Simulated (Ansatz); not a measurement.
Cost and result for the atomization energy of CH$_{7}$FGeSi, SMILES `[F][GeH2][CH2][SiH3]` (11 atoms, 10 bonds).

```tsv
atom	x (Å)	y (Å)	z (Å)
F1	1.979	-1.184	0.000
Ge2	0.983	-0.428	1.223
C3	-0.237	0.746	0.276
Si4	-0.893	0.019	-1.326
H5	0.256	-1.579	1.935
H6	1.966	0.303	2.151
H7	-1.078	0.959	0.944
H8	0.267	1.694	0.071
H9	0.176	-0.034	-2.352
H10	-1.410	-1.354	-1.084
H11	-2.010	0.858	-1.838
```

The species carries charge 0 and has multiplicity 1. Correlated methods include outer-core shells of Ge, which these sets cover unevenly. Scalar relativity is left out up to krypton. All single points use the PBE0-D4/def2-TZVP geometry. It is one conformer, not always the lowest. Program: Ansatz. All runs use 4 threads of an Intel Xeon 6975P-C on a shared host. Times are those of one run each, without the atoms' runs, and a repeat can differ threefold. Electronic energies, without spin–orbit coupling; frozen cores. CCSD(T)/CBS adds CCSD(T) − MP2 in def2-TZVPP to the MP2 limit, and its time is that of the two runs behind it. T1 = 0.011. With those shells the extrapolation isn't a true limit. B3LYP takes the VWN-RPA correlation (the form of Gaussian; ORCA's B3LYP/G).

CCSD(T)/CBS is a level of theory with its own doubt, some kJ/mol a heavy atom from the limit and from the frozen cores, so smaller differences don't rank the functionals.

```csv
level,functions,wall time
PBE-D4/def2-TZVPP (with forces),250,1.4 s
PBE0-D4/def2-TZVPP,250,1.9 s
r2SCAN-D4/def2-TZVPP (with forces),250,2.3 s
B3LYP-D4/def2-TZVPP (with forces),250,2.6 s
B2PLYP/def2-TZVPP,250,3.1 s
ωB97X-V/def2-TZVPP,250,4 s
ωB97M-V/def2-TZVPP (with forces),250,6 s
MP2/def2-QZVPP,483,13 s
CCSD(T)/def2-TZVPP,250,44 s
CCSD(T)/CBS(def2),–,57 s
```

**Question.** What atomization energy does each give, and how far from CCSD(T)/CBS? (An estimate is asked.)

**Answer.** The calculation gave: 
```
                             level  atomization (kJ/mol)  difference from CCSD(T)/CBS  per bond
   PBE-D4/def2-TZVPP (with forces)                3546.1                        -27.0      -2.7
                PBE0-D4/def2-TZVPP                3519.2                        -53.9      -5.4
r2SCAN-D4/def2-TZVPP (with forces)                3558.8                        -14.3      -1.4
 B3LYP-D4/def2-TZVPP (with forces)                3541.6                        -31.5      -3.1
                 B2PLYP/def2-TZVPP                3512.5                        -60.6      -6.1
                ωB97X-V/def2-TZVPP                3581.7                          8.6       0.9
  ωB97M-V/def2-TZVPP (with forces)                3552.2                        -20.9      -2.1
                    MP2/def2-QZVPP                3551.8                        -21.3      -2.1
                CCSD(T)/def2-TZVPP                3498.0                        -75.1      -7.5
                 CCSD(T)/CBS(def2)                3573.1                          0.0       0.0
```

In def2-TZVPP, CCSD(T) changes the Hartree–Fock value by +817.0 kJ/mol (the triples alone add +37.6 kJ/mol) and MP2 by +826.1 kJ/mol; breaking electron pairs costs correlation energy, which Hartree–Fock lacks. From PBE to PBE0 (25 % exact exchange), in def2-TZVPP and without D4, the atomization energy moves by −23.6 kJ/mol: exact exchange takes away binding that semilocal exchange gives to molecules. The D4 term adds +35.3 kJ/mol with B3LYP and +18.5 kJ/mol with PBE0; it sums over pairs of atoms, weighted by their polarisabilities, and B3LYP, whose exchange is more repulsive, gets the larger term.
